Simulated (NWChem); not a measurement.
Everything below was run with NWChem. System: C3H4F2, charge 0, spin multiplicity 1, at a geometry optimised with PBE0/def2-SVP. The structure started from a generated list of species. Level: RHF/def2-TZVP.

Output (cleaned and shortened):

```
             Northwest Computational Chemistry Package (NWChem) 7.3.0
             --------------------------------------------------------

                                NWChem Input Module
                                -------------------

 Scaling coordinates for geometry "geometry" by  1.889725989
 (inverse scale =  0.529177249)

 Turning off AUTOSYM since
 SYMMETRY directive was detected!

                             Geometry "geometry" -> ""
                             -------------------------

 Output coordinates in angstroms (scale by  1.889725989 to convert to a.u.)

  No.       Tag          Charge          X              Y              Z
 ---- ---------------- ---------- -------------- -------------- --------------
    1 F                    9.0000    -1.09489200     0.00000000    -0.95532800
    2 C                    6.0000     0.00000000     0.00000000    -0.18483200
    3 F                    9.0000     1.09489200     0.00000000    -0.95532800
    4 C                    6.0000     0.00000000    -0.76707200     1.07363800
    5 C                    6.0000     0.00000000     0.76707200     1.07363800
    6 H                    1.0000     0.92578500    -1.27476700     1.35530900
    7 H                    1.0000    -0.92578500    -1.27476700     1.35530900
    8 H                    1.0000     0.92578500     1.27476700     1.35530900
    9 H                    1.0000    -0.92578500     1.27476700     1.35530900

 Effective nuclear repulsion energy (a.u.)     184.8385365473

            Nuclear Dipole moment (a.u.)
            ----------------------------
        X                 Y               Z
 ---------------- ---------------- ----------------
     0.0000000000     0.0000000000    -0.0000075589

      Symmetry information
      --------------------

 Group name             C2v
 Group number             16
 Group order               4
 No. of unique centers     4

      Symmetry unique atoms

     1    2    4    6


 Summary of "ao basis" -> "" (spherical)
 ------------------------------------------------------------------------------
       Tag                 Description            Shells   Functions and Types
 ---------------- ------------------------------  ------  ---------------------
 *                         def2-tzvp                  on all atoms

 Summary of "ao basis" -> "ao basis" (spherical)
 ------------------------------------------------------------------------------
       Tag                 Description            Shells   Functions and Types
[...]
              MO Center=  3.2D-14,  1.5D-13,  3.1D-01, r^2= 2.1D+00
   Bfn.  Coefficient  Atom+Function         Bfn.  Coefficient  Atom+Function
  ----- ------------  ---------------      ----- ------------  ---------------
    38      0.295057  2 C  py                41      0.267441  2 C  py
   101      0.204147  4 C  pz               132     -0.204147  5 C  pz
   104      0.196957  4 C  pz               135     -0.196957  5 C  pz
     7     -0.170393  1 F  py                69     -0.170393  3 F  py
    98     -0.156427  4 C  s                129      0.156427  5 C  s

 Vector   21  Occ=0.000000D+00  E= 1.537001D-01  Symmetry=a1
              MO Center=  1.9D-16,  1.1D-15,  1.6D+00, r^2= 7.1D+00
   Bfn.  Coefficient  Atom+Function         Bfn.  Coefficient  Atom+Function
  ----- ------------  ---------------      ----- ------------  ---------------
    98      3.187960  4 C  s                129      3.187960  5 C  s
    36     -2.323029  2 C  s                158     -1.554870  6 H  s
   164     -1.554870  7 H  s                170     -1.554870  8 H  s
   176     -1.554870  9 H  s                 35     -0.703081  2 C  s
     5      0.378505  1 F  s                 67      0.378505  3 F  s

 Vector   22  Occ=0.000000D+00  E= 1.709084D-01  Symmetry=b2
              MO Center= -2.2D-16, -2.1D-14,  1.2D+00, r^2= 8.2D+00
   Bfn.  Coefficient  Atom+Function         Bfn.  Coefficient  Atom+Function
  ----- ------------  ---------------      ----- ------------  ---------------
    98      7.034310  4 C  s                129     -7.034310  5 C  s
   106      1.605181  4 C  py               137      1.605181  5 C  py
   158     -1.575173  6 H  s                164     -1.575173  7 H  s
   170      1.575173  8 H  s                176      1.575173  9 H  s
    44      1.000992  2 C  py               103      0.520291  4 C  py

 Vector   23  Occ=0.000000D+00  E= 1.740646D-01  Symmetry=b1
              MO Center= -1.8D-15, -4.8D-15,  1.4D+00, r^2= 7.1D+00
   Bfn.  Coefficient  Atom+Function         Bfn.  Coefficient  Atom+Function
  ----- ------------  ---------------      ----- ------------  ---------------
   158      1.766402  6 H  s                164     -1.766402  7 H  s
   170      1.766402  8 H  s                176     -1.766402  9 H  s
   105     -1.205867  4 C  px               136     -1.205867  5 C  px
    43      0.318298  2 C  px               157     -0.219104  6 H  s
   163      0.219104  7 H  s                169     -0.219104  8 H  s

 center of mass
 --------------
 x =   0.00000000 y =   0.00000000 z =  -0.17646643

 moments of inertia (a.u.)
 ------------------
         321.930220987123           0.000000000000           0.000000000000
           0.000000000000         423.108081253928           0.000000000000
           0.000000000000           0.000000000000         248.824042481009

  Mulliken analysis of the total density
  --------------------------------------

    Atom       Charge   Shell Charges
 -----------   ------   -------------------------------------------------------
    1 F    9     9.27   0.77  1.20  0.59  1.01  0.34  2.24  2.27  0.81  0.00  0.02  0.00
    2 C    6     5.46   0.85  1.13  0.47  0.54 -0.05  1.16  1.04  0.04  0.06  0.19  0.03
    3 F    9     9.27   0.77  1.20  0.59  1.01  0.34  2.24  2.27  0.81  0.00  0.02  0.00
    4 C    6     6.26   0.85  1.12  0.46  0.68  0.10  1.26  1.34  0.36  0.02  0.05  0.01
    5 C    6     6.26   0.85  1.12  0.46  0.68  0.10  1.26  1.34  0.36  0.02  0.05  0.01
    6 H    1     0.87   0.26  0.49  0.09  0.02
    7 H    1     0.87   0.26  0.49  0.09  0.02
    8 H    1     0.87   0.26  0.49  0.09  0.02
    9 H    1     0.87   0.26  0.49  0.09  0.02

       Multipole analysis of the density wrt the origin
       ------------------------------------------------

     L   x y z        total         open         nuclear
     -   - - -        -----         ----         -------
     0   0 0 0     -0.000000      0.000000     40.000000

     1   1 0 0     -0.000000      0.000000      0.000000
     1   0 1 0      0.000000      0.000000      0.000000
     1   0 0 1      0.941423      0.000000     -0.000008

     2   2 0 0    -21.548410      0.000000     89.299835
     2   1 1 0     -0.000000      0.000000      0.000000
     2   1 0 1     -0.000000      0.000000      0.000000
     2   0 2 0    -19.903539      0.000000     48.426907
     2   0 1 1      0.000000      0.000000      0.000000
     2   0 0 2    -21.837341      0.000000    135.031006

 Task  times  cpu:       10.4s     wall:       10.4s

 Total times  cpu:       10.4s     wall:       10.4s
```

### Question
Write an NWChem input that would produce this output.

### Answer
One answer among several that fit: 
```
start mol
memory heap 200 mb stack 800 mb global 1000 mb
geometry units angstroms nocenter noautoz
  F     -1.094892     0.000000    -0.955328
  C      0.000000     0.000000    -0.184832
  F      1.094892     0.000000    -0.955328
  C      0.000000    -0.767072     1.073638
  C      0.000000     0.767072     1.073638
  H      0.925785    -1.274767     1.355309
  H     -0.925785    -1.274767     1.355309
  H      0.925785     1.274767     1.355309
  H     -0.925785     1.274767     1.355309
  symmetry group C2v
end
basis spherical
  * library def2-tzvp
end
scf
  rhf
  nopen 0
  maxiter 100
  thresh 1e-7
  semidirect memsize 60000000 filesize 0
end
task scf energy
```
